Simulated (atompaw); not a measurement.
Building the PAW (atompaw) potential for Ce (PBEsol, scalar-relativistic).

| Property | Result |
| --- | --- |
| Element | Ce (Z = 58) |
| Generator | atompaw 4.2.0.5 |
| Type | PAW |
| Functional | PBEsol |
| Relativity | scalar-relativistic |
| Frozen core | [Kr] 4d10 5s2 |
| Valence charge | 10 |
| Reference configuration | 4f1 5p6 5d1.5 6s1.5 6p0 |
| Partial waves | 6s (bound); 6s channel at 2.9 Ry; 5p (bound); 6p (bound, empty); 5d (bound); 5d channel at 4.4 Ry; 4f (bound); 4f channel at 3.1 Ry |
| Local potential | troulliermartins scheme with l = 4 at 1 Ry, radius 2.00 bohr |
| Core correction | smooth core density matched at 2.75 bohr |
| Augmentation charge | sinc compensation charge, radius 2.80 bohr; PAW radius 3.00 bohr; waves and projectors: bloechl |

All-electron outer shells of the reference configuration (PBEsol, scalar-relativistic, ld1.x):

```
shell  level (eV)  outermost node (bohr)  outermost maximum (bohr)
   4d     -109.54                   0.31                      0.66
   5s      -39.78                   0.75                      1.37
   5p      -22.45                   0.81                      1.55
   4f       -4.58                      –                      0.71
   6s       -3.49                   1.82                      3.77
   5d       -2.57                   0.92                      2.20
   6p       -1.18                   2.17                      5.03
```

(1) Does the generator finish with these settings?

Results:

(1) No. atompaw 4.2.0.5 stopped with "atompaw: terminating projector 1000": the iteration for the Blöchl projector did not settle.
